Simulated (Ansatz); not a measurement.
Consider the cleavage of the Ga–Si bond: `[OH][GaH][SiH2][SeH]` + HBr → `[OH][GaH][Br]` + `[SiH3][SeH]`.

Computed with Ansatz on PBE0-D4/def2-TZVP structures; ΔE is electronic, products minus reactants. CBS: MP2 limit from def2 TZ/QZ plus the TZ coupled-cluster correction, frozen cores. DFT in def2-TZVPP. For Br, Ga, Se outer-core shells are correlated without core-valence functions, which leaves a few kJ/mol of doubt a bond. Scalar relativity is left out up to krypton. Each species was taken in one conformer, which may not be the lowest.

CCSD(T)/CBS gives -116.9 kJ/mol.

**Question.** Another level gave -106.4 kJ/mol. Which?
A. revPBE/def2-TZVPP
B. PBE0/def2-TZVPP
C. MP2/def2-TZVPP
D. CAM-B3LYP-D4/def2-TZVPP

**Answer.** A. revPBE -106.4, MP2/def2-TZVPP -124.7, CAM-B3LYP-D4 -118.6, PBE0 -113.9 kJ/mol.

**Question.** What do rigid-rotor, harmonic-oscillator terms from PBE0-D4/def2-TZVP frequencies (298.15 K, 1 bar) make of the CCSD(T)/CBS value? (Estimate.)

**Answer.** Computed: ΔZPE = +5.5 kJ/mol, ΔH = -114.9 kJ/mol, ΔS = 5 J/(mol·K), ΔG = -116.4 kJ/mol. Modes under 50 cm⁻¹ make the entropy rough.

Largest T1 diagnostic among the species: 0.013.

From BLYP to BHLYP (50 % exact exchange), in def2-TZVPP and without D4, ΔE moves by −17.4 kJ/mol. The D4 term adds +5.5 kJ/mol with B3LYP and +3.2 kJ/mol with PBE0; it sums over pairs of atoms, weighted by their polarisabilities, and B3LYP, whose exchange is more repulsive, gets the larger term.

CCSD(T)/CBS has its own doubt, a few kJ/mol and more with outer-core shells, so smaller differences from it don't rank the levels.

B3LYP here is the variant with VWN-RPA as its local correlation; programs differ in this.
